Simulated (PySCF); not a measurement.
PySCF 2.14 output of an unrestricted PBEsol calculation on a single atom or ion in aug-cc-pV(Q+d)Z, with the non-relativistic Hamiltonian (point nucleus):

```
SCF conv_tol = 1e-09
number electrons alpha = 10  beta = 6
    J. P. Perdew, A. Ruzsinszky, G. I. Csonka, O. A. Vydrov, G. E. Scuseria, L. A. Constantin, X. Zhou, and K. Burke.,  Phys. Rev. Lett. 100, 136406 (2008)
    J. P. Perdew, A. Ruzsinszky, G. I. Csonka, O. A. Vydrov, G. E. Scuseria, L. A. Constantin, X. Zhou, and K. Burke.,  Phys. Rev. Lett. 100, 136406 (2008)
cycle= 1 E= -457.859251441757  delta_E= -0.00727  |g|= 0.0778  |ddm|= 1.56
cycle= 2 E= -457.860330370864  delta_E= -0.00108  |g|= 0.0753  |ddm|= 0.872
cycle= 3 E= -457.864165372439  delta_E= -0.00384  |g|= 0.0103  |ddm|= 0.408
cycle= 4 E= -457.864253027025  delta_E= -8.77e-05  |g|= 0.00167  |ddm|= 0.0969
cycle= 5 E= -457.86425527239  delta_E= -2.25e-06  |g|= 0.00193  |ddm|= 0.0268
cycle= 6 E= -457.864257881541  delta_E= -2.61e-06  |g|= 0.000272  |ddm|= 0.00747
cycle= 7 E= -457.86425795226  delta_E= -7.07e-08  |g|= 6.26e-05  |ddm|= 0.0018
cycle= 8 E= -457.864257955204  delta_E= -2.94e-09  |g|= 2.93e-06  |ddm|= 0.000277
cycle= 9 E= -457.864257955211  delta_E= -6.93e-12  |g|= 1.89e-07  |ddm|= 2.2e-05
converged SCF energy = -457.864257955211  <S^2> = 6.0008216  2S+1 = 5.0003286
```

The run itself started from symmetry-adapted Hartree-Fock orbitals and held the occupation by maximum overlap, on a logarithmic radial grid, so the iterations belong to that start.

**Question.** Which element, charge and spin multiplicity is this?

**Answer.** Cl⁺ (chlorine, charge +1), multiplicity 5; the state was [Ne] 3s1 3p4 4s1, high-spin 5P determinant (an excited configuration).

⟨L²⟩ = 3.53 against 2 for a pure P term, so this real determinant mixes terms. The outer electron is Rydberg-like, and this basis confines it to a smaller radius and binds it less than a complete one would. The s, p, d and f populations moved away from the nominal configuration during the SCF.
